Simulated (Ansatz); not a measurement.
A run for Ansatz (a quantum-chemistry and plane-wave program): U-B3LYP/def2-TZVPPD on O2 (SMILES O=O). The basis file is the Basis Set Exchange's JSON of that set.

Ansatz 0.2 input:
```yaml
crystal:
  periodic: [false, false, false]
  atoms:
    - {symbol: O, position_ang: [0.00000000, -0.00000000, 0.60213308]}
    - {symbol: O, position_ang: [-0.00000000, 0.00000000, -0.60213308]}
basis:
  gaussian:
    orbitals: def2-TZVPPD.json
hamiltonian:
  xc: {name: B3LYP}
magnetization: {spin_polarized: true, initial_magnetization: 2}
```

It printed:

```
WARN ansatz: RAYON_NUM_THREADS=4 ignored (pool sized by the plan → 4); use --threads N
Functional definition: B3LYP
integrals: 0.01 GiB planned
368 factors; their error is unknown
mean field: 0.20 GiB planned
mean field evaluation 1: about -4091.8166 eV, gradient 1.3e1 eV
mean field evaluation 2: about -4092.0823 eV, gradient 9.0e0 eV
mean field evaluation 4: about -4092.3242 eV, gradient 2.9e-1 eV
mean field evaluation 8: about -4092.3412 eV, gradient 1.0e-3 eV
mean field -4092.34118496 eV, -150.3907646586 hartree, gradient 2.1e-5 eV, S^2 2.009436; 0 other end points of the search recorded, 0 dependent functions left out
reference -4092.34138343 eV, -150.3907719524 hartree; 9, 7 occupied and 71, 73 virtual orbitals, 368 factors
Total energy: -4092.34138343 eV, -150.3907719524 hartree
```

The run converged.

Cost: around 0.9 core-seconds (rough).
